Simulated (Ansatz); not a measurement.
This Ansatz (a quantum-chemistry and plane-wave program) input (MP2/aug-pcseg-3) gives -37.76281 Eh with 85 basis functions.

Ansatz 0.2 input:
```yaml
crystal:
  periodic: [false, false, false]
  atoms:
    - {symbol: C, position_ang: [0.00000000, 0.00000000, 0.00000000]}
basis:
  gaussian:
    orbitals: aug-pcseg-3
magnetization: {spin_polarized: true, initial_magnetization: 2}
correlation: {method: mp2, electrons: outside_noble_gas}
scf: {lower_state_search: full}
```

Change:
```diff
- orbitals: aug-pcseg-3
+ orbitals: cc-pV5Z
```

Task: What does the run give now?

Result: -37.76783 Eh (MP2/cc-pV5Z, 91 functions), a change of -5.02 mEh.
